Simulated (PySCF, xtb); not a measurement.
ReO4, SMILES [O]=[Re-](=[O])(=[O])=[O], charge -1, multiplicity 1.

GFN2-xTB (xtb 6.7.1) at its own geometry gives an orbital gap of 4.05 eV.

Geometry: PBE0-D3(BJ)/def2-SVPD. The multiplicity is an assumed one; other spin states were not compared. The isomer is the one that the SMILES or the coordinates give; other isomers of the formula were not compared. The def2 effective core potentials stand for the cores of Re; spin–orbit coupling is left out.

### Question
What does PBE/def2-SVPD in PySCF give? (The exact figures need the calculation; the answer reports its results.)

### Answer
gap 4.93 eV (levels -2.36 and 2.57 eV).
